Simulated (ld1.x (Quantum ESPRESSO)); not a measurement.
## Transferability test, TM potential for Tb (Z = 65)

terbium (Tb), norm-conserving Troullier–Martins (Kleinman–Bylander form), made with ld1.x (Quantum ESPRESSO) 7.5 (PBEsol, scalar-relativistic). Core [Kr] 4d10, reference 4f9 5s2 5p6 5d1 6s1 6p0. Waves: 5s (bound): rc 1.50 bohr; 5p (bound): rc 1.60 bohr; 5d (bound): rc 2.70 bohr; 4f (bound): rc 1.00 bohr. Local part: all-electron potential smoothed inside 1.95 bohr (lloc = -1). Core correction: none.

Occupied shells without a wave of their own: 6s. They enter only through the test configuration that unscreens the potential.

Energies are relative to the spin-unpolarised reference configuration 4f9 5s2 5p6 5d1 6s1 6p0; without spin polarisation the order of configurations can differ from experiment.

```
   valence configuration  charge  ΔE all-electron (eV)  error AE − PS (meV)
 4f9 5s2 5p6 5d0 6s2 6p0       0                -2.478                  -68
 4f9 5s2 5p6 5d0 6s1 6p0      +1                 3.700                 -3.2
 4f9 5s2 5p6 5d0 6s0 6p0      +2                15.114                 +118
 4f9 5s2 5p5 5d0 6s2 6p0      +1                27.579                 -197
 4f8 5s2 5p6 5d0 6s2 6p0      +1                 7.622                 -286
4f10 5s2 5p6 5d0 6s0 6p0      +1                 5.376                  -97
```

What are ΔE and the potential's error for 4f9 5s1 5p6 5d0 6s2 6p0?

ΔE = 50.798 eV all-electron; the error (AE − PS) is -198 meV.

Levels in the configuration 4f10 5s2 5p6 5d0 6s0 6p0:

```
level  all-electron (eV)  pseudo (eV)
   4f             -3.554       -3.425
   5s            -49.205      -49.338
   5p            -27.151      -27.301
```

ld1.x printed “convergence not achieved” for 7 of the counted tests; their residual had stalled under 1e-8, short of the target of 1e-14. The 6s level has no wave, so the channel is fitted at the deeper level alone: the likely source of the large errors.
